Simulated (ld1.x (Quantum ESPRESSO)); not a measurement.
# Configuration tests for Ag (TM)

| Quantity | Value |
| --- | --- |
| Element | Ag |
| Generator | ld1.x (Quantum ESPRESSO) 7.5 |
| Type | norm-conserving Troullier–Martins (Kleinman–Bylander form) |
| Functional | PBE |
| Relativity | scalar-relativistic |
| Frozen core | [Kr] |
| Valence charge | 11 |
| Reference configuration | 4d10 5s0.5 5p0 (charge +0.5) |
| Partial waves | 5s (bound): rc 2.60 bohr; 4d (bound): rc 1.40 bohr; 5p (bound, empty): rc 3.10 bohr |
| Local potential | the p channel |
| Core correction | a·sin(br)/r model core, default radius (core density twice the valence density) |

Energies are relative to the spin-unpolarised reference configuration 4d10 5s0.5 5p0; without spin polarisation the order of configurations can differ from experiment.

```tsv
valence configuration	charge	ΔE all-electron (eV)	error AE − PS (meV)
4d10 5s0 5p0	+1	4.741	-4.6
4d9 5s0 5p0	+2	26.854	-224
4d9 5s2 5p0	0	1.060	-197
4d7 5s0 5p0	+4	114.763	-2611
4d9 5s1 5p0	+1	10.135	-170
```

(1) What are ΔE and the potential's error for 4d10 5s1 5p0?

(2) What are ΔE and the potential's error for 4d10 5s0 5p1?

Answers

(1) ΔE = -3.017 eV all-electron; the error (AE − PS) is -1.3 meV.

(2) ΔE = 0.849 eV all-electron; the error (AE − PS) is -0.8 meV.
